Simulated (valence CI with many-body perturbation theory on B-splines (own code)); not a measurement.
Ho⁵²⁺: what the settings do

Computed by valence CI with perturbative core correlation (CI+MBPT): five valence electrons over a frozen Dirac-Fock core [Ne], radial functions for each j: 6 s, 6 p, 5 d, 3 f, 1 g, with the one-electron correlation potential Σ1 (screened to all orders), the two-electron term Σ2, the three-electron term Σ3, Breit, model QED; selected single and double excitations, second order for the rest, scaled by the run's own slope (own B-spline code, finite nucleus).

The last digits are not significant, and no measured levels were compared; by estimate large intervals hold to a few tenths of a per cent, small ones and those within an open d or f shell to about a per cent. Among the levels kept, up to 680 cm⁻¹ of a level comes from second order outside the variational space, and about a tenth of that is noise between levels of different J, which matters for small intervals.

The reference run has the lowest level (3s^2 3p1/2^2 3p3/2) J=3/2 and an ionisation energy of 4804.39 eV. Its largest variational space holds 9998 state functions.

Levels are named by their leading jj configuration (3d3/2^4 stands for four electrons in 3d with j = 3/2), which in mixed levels can hold well under half, so a name can repeat and another be missing. Letters in brackets count levels of one name in rising energy.

Changed runs:
A. scale of Σ2 1 → 1.2
B. scale of Σ1 1 → 0; scale of Σ2 1 → 0; three-electron term on → off
C. scale of Σ2 1 → 0.5; hole-hole ladder in Σ2 on → off
D. box radius (bohr) 1.5903 → 0.42 (bad on purpose)

Excitation energies of the reference run in cm⁻¹, and shifts in cm⁻¹:

```tsv
Level	Reference	A	B	C
(3s^2 3p1/2^2 3d3/2) J=3/2	1628960	-453	+5133	+949
(3s^2 3p1/2 3p3/2^2) J=3/2	1685480	+242	-2550	-656
(3s^2 3p1/2 3p3/2^2) J=5/2	1771120	+182	-2035	-483
(3s^2 3p1/2 3p3/2^2) J=1/2	1879590	+107	-1420	-267
(3s^2 3p1/2^2 3d5/2) J=5/2	2124840	-656	+5484	+1456
(3s 3p1/2^2 3p3/2^2) J=5/2	2890290	+7.8	-56	-39
(3s 3p1/2^2 3p3/2^2) J=3/2	3105680	-298	+1702	+719
(3s 3p1/2^2 3p3/2^2) J=1/2	3111540	-188	+1171	+492
(3s^2 3p1/2 3p3/2 3d3/2) J=5/2 [a]	3299470	-221	+2410	+335
(3s^2 3p1/2 3p3/2 3d3/2) J=3/2 [a]	3320180	-301	+2851	+542
(3s^2 3p1/2 3p3/2 3d3/2) J=1/2 [a]	3320830	-230	+2480	+352
(3s^2 3p1/2 3p3/2 3d3/2) J=7/2	3387060	-227	+2755	+358
Ionisation energy (eV)	4804.39	+0.018	-0.58	-0.07
```

Run D: It gave no result. The program said: "need at least one array to concatenate".
